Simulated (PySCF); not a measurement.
Cartesian coordinates (Å):
```xyz
9

Cr    -0.0132     0.0405    -0.0056
O     -0.2420    -1.2616    -0.8538
O     -0.0938    -0.1309     1.5538
N     -1.2976     1.2205    -0.4792
H     -1.6199     1.9741     0.1352
H     -1.7155     1.2498    -1.4139
N      1.6460     0.6436    -0.3928
H      2.1919     1.2308     0.2447
H      2.0972     0.4988    -1.3009
```
Charge 0, multiplicity 1.

Problem. Predict the HOMO–LUMO gap, LUMO, charge on the central atom (Mulliken), dipole moment, HOMO, total energy and charge on the central atom (meta-Löwdin) from TPSSh-D3(BJ)/def2-TZVP // BP86-D3(BJ)/def2-SVP (PySCF).

Solution. 
The HOMO–LUMO gap is 3.18 eV. The LUMO comes out as -3.44 eV and the charge on the central atom (Mulliken) is 1.36 e. The dipole moment is 4.01 D. The HOMO is -6.62 eV and the total energy is -35566.74 eV. The charge on the central atom (meta-Löwdin) is 1.26 e.
